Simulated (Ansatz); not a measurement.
CH$_{4}$ClGeNO (`N[C](=O)[GeH2][Cl]`), charge 0, multiplicity 1.

Question: Give a relaxed structure at PBE0-D4/def2-TZVP (Ansatz 0.2.0). (An estimate is asked.)

Answer: Computed: 
```xyz
9

N    -0.930   -1.027    0.713
C     0.291   -0.822    0.190
O     1.183   -1.642    0.158
Ge    0.653    0.976   -0.593
Cl   -1.142    2.182   -0.369
H    -1.152   -1.923    1.118
H    -1.622   -0.297    0.703
H     1.775    1.685    0.171
H     0.943    0.867   -2.092
```
Point group Cs.
This is one stationary point; other conformers may exist.
